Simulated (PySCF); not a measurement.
A side-by-side comparison of computed properties.

First species: C6H8F2.
Cartesian coordinates in Å at the GFN2-xTB level; atoms count from 1:
```
atom  x, y, z in Å
F1     0.4270    1.9834   -0.6851
C2     1.0662    0.8107   -0.9304
C3     0.2873   -0.4541   -1.0969
C4    -1.1599   -0.4421   -0.6407
C5    -1.1355    0.1279    0.7829
C6     0.2672   -0.1681    1.3273
F7     0.6760    0.8127    2.2053
C8     1.1675   -0.2630    0.1144
H9     1.9273    0.9951   -1.5630
H10    0.5546   -1.1237   -1.9015
H11   -1.7879    0.1572   -1.2999
H12   -1.5396   -1.4652   -0.6416
H13   -1.9129   -0.3029    1.4111
H14   -1.2685    1.2093    0.7698
H15    0.3068   -1.1054    1.8977
H16    2.1167   -0.7631    0.2391
```

Second species: C₆H₉N.
Z-matrix (Å and degrees, GFN2-xTB geometry), rows numbered from 1:
```
C 
C   1  1.3188
C   2  1.5003  1  124.43
C   3  1.5598  2  111.73  1   118.50
C   4  1.5341  3  104.09  2   113.77
C   5  1.5032  4  101.82  3     4.79
N   6  1.2558  5  116.73  4    -2.69
H   1  1.0768  2  121.90  3  -179.22
H   1  1.0776  2  121.74  3     0.61
H   2  1.0822  1  120.98  3   179.74
H   3  1.0945  2  109.16  1    -5.99
H   4  1.0887  3  110.33  2  -126.48
H   4  1.0888  3  110.52  2    -6.78
H   5  1.0909  4  113.03  3   123.81
H   5  1.0920  4  113.00  3  -113.40
H   6  1.0792  5  122.39  4   177.22
```

Levels: PBE0/def2-SVPD for HOMO energy, LUMO energy, HOMO–LUMO gap and static isotropic polarisability; TDDFT PBE0/def2-SVPD for lowest singlet excitation; TDA PBE0/def2-SVPD for lowest triplet excitation (Tamm–Dancoff). Geometries: GFN2-xTB. Each structure is a single optimised conformer of the isolated species, non-relativistic unless stated; the electronic structure was computed with PySCF and density fitting.

Problem. Which has the higher HOMO–LUMO gap?

Solution. The first: 8.58 eV against 7.10 eV, a difference of 1.48 eV.

Problem. Which has the higher HOMO energy?

Solution. The second: -7.32 eV against -8.11 eV, a difference of 0.79 eV.

Problem. Which has the higher S1 energy?

Solution. The first: 7.33 eV against 5.31 eV, a difference of 2.02 eV.

Problem. Which has the higher static isotropic polarisability?

Solution. The second: 75.9 au against 65.2 au, a difference of 10.7 au.

Problem. Which has the higher LUMO energy?

Solution. The first: 0.47 eV against -0.22 eV, a difference of 0.69 eV.

Problem. Which has the higher T1 energy?

Solution. The first: 7.12 eV against 4.42 eV, a difference of 2.70 eV.

On the first: No computed singlet falls in the visible range (750 to 380 nm, 1.65 to 3.26 eV); S1 lies 4.07 eV above its blue end. The principal polarisabilities are 60.7, 67.0 and 67.9 au; their mean is the isotropic value.

On the second: S1 lies 1.79 eV below the HOMO–LUMO gap; its leading configuration is HOMO→LUMO, weight 0.76. The vertical singlet–triplet gap S1 − T1 is 0.89 eV (TDDFT singlet less Tamm–Dancoff triplet; S1: HOMO→LUMO, weight 0.76; T1: HOMO→LUMO, weight 0.50).
